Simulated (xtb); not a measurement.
xtb input:

```bash
xtb mol.xyz --gfn 1 --opt tight --chrg 0 --uhf 0
```
mol.xyz:
```
19

C     -2.38242482    -0.57312317    -0.73288063
N     -1.68737991     0.22081672     0.26252272
C     -2.57925228     1.04162493     1.06075949
Si    -0.02835051     0.65168353     0.06804863
C      1.00533341    -0.83977125    -0.39425354
Si     2.85067113    -0.59770896    -0.15306425
H     -1.68434572    -1.21661177    -1.26895008
H     -3.12693173    -1.21927999    -0.25444346
H     -2.90938503     0.04611884    -1.47350655
H     -3.12879027     1.77849695     0.45714533
H     -2.01750816     1.58228295     1.82304719
H     -3.32014864     0.41517698     1.57036360
H      0.40465439     1.22601200     1.36497512
H      0.21548219     1.68770123    -0.97877707
H      0.82897151    -1.09270053    -1.44375864
H      0.68729164    -1.69732586     0.20583263
H      3.61412020    -1.74342246    -0.70535093
H      3.16507693    -0.47667367     1.29037906
H      3.30874549     0.63648119    -0.83614854
```

Question: Which total energy does the run end on?

Answer: -20.28408 Eh (GFN1-xTB).
